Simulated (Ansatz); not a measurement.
Cost and result for the atomization energy of CH₄FIOSi (`O[SiH](I)CF`) (9 atoms, 8 bonds).

Z-matrix (Å, degrees):
```
Si
I 1 2.451
C 1 1.886 2 103.6
O 1 1.631 2 111.7 3 122.8
H 1 1.475 2 109.4 3 -120.1
F 3 1.389 1 110.4 2 -179.4
H 3 1.096 1 111.2 2 60.0
H 3 1.096 1 110.2 2 -59.3
H 4 0.959 1 119.1 2 -54.8
```

The species carries charge 0 and has multiplicity 1. Correlated methods include outer-core shells of I, which these sets cover unevenly. I takes the def2 core potential. Geometry: relaxed with PBE0-D4/def2-TZVP. It is one conformer, not always the lowest. Program: Ansatz. All runs use 4 threads of an Arm Neoverse V2 on a shared host. Times are those of one run each, without the atoms' runs, and a repeat can differ threefold. Electronic energies, without spin–orbit coupling; frozen cores. CCSD(T)/CBS adds CCSD(T) − MP2 in def2-TZVPP to the MP2 limit, and its time is that of the two runs behind it. T1 = 0.010. With those shells the extrapolation isn't a true limit. B3LYP takes the VWN-RPA correlation (the form of Gaussian; ORCA's B3LYP/G).

CCSD(T)/CBS is a level of theory with its own doubt, some kJ/mol a heavy atom from the limit and from the frozen cores, so smaller differences don't rank the functionals.

| level | functions | atomization (kJ/mol) | difference from CCSD(T)/CBS | per bond |
| --- | --- | --- | --- | --- |
| ωB97M-V/def2-TZVPP (with forces) | 241 | 3162.8 | -16.9 | -2.1 |
| CCSD(T)/def2-TZVPP | 241 | 3074.2 | -105.5 | -13.2 |
| CCSD(T)/CBS(def2) | – | 3179.7 | 0.0 | 0.0 |
| PBE-D4/def2-TZVPP (with forces) | 241 | 3218.4 | 38.7 | 4.8 |
| ωB97X-V/def2-TZVPP | 241 | 3169.1 | -10.6 | -1.3 |
| B2PLYP/def2-TZVPP | 241 | 3116.1 | -63.6 | -8.0 |
| B3LYP-D4/def2-TZVPP (with forces) | 241 | 3142.4 | -37.3 | -4.7 |
| r2SCAN-D4/def2-TZVPP (with forces) | 241 | 3169.6 | -10.1 | -1.3 |
| PBE0-D4/def2-TZVPP | 241 | 3148.7 | -31.0 | -3.9 |
| MP2/def2-QZVPP | 443 | 3222.1 | 42.4 | 5.3 |

(1) Order the runs by time, with rough figures. (Estimate.)

## Answers

(1) The calculation gave: PBE-D4/def2-TZVPP (with forces) 2.6 s; PBE0-D4/def2-TZVPP 2.7 s; r2SCAN-D4/def2-TZVPP (with forces) 4 s; B3LYP-D4/def2-TZVPP (with forces) 4 s; B2PLYP/def2-TZVPP 4.7 s; ωB97X-V/def2-TZVPP 7 s; ωB97M-V/def2-TZVPP (with forces) 10 s; MP2/def2-QZVPP 16 s; CCSD(T)/def2-TZVPP 3.3 min; CCSD(T)/CBS(def2) 3.6 min.

In def2-TZVPP, CCSD(T) changes the Hartree–Fock value by +820.5 kJ/mol (the triples alone add +53.0 kJ/mol) and MP2 by +905.7 kJ/mol; breaking electron pairs costs correlation energy, which Hartree–Fock lacks. The D4 term adds +35.3 kJ/mol with B3LYP and +18.6 kJ/mol with PBE0; it sums over pairs of atoms, weighted by their polarisabilities, and B3LYP, whose exchange is more repulsive, gets the larger term. From PBE to PBE0 (25 % exact exchange), in def2-TZVPP and without D4, the atomization energy moves by −66.5 kJ/mol: exact exchange takes away binding that semilocal exchange gives to molecules.

Spin–orbit coupling would lower the free I atoms strongly, and the atomization energy with them, by more than many differences here.
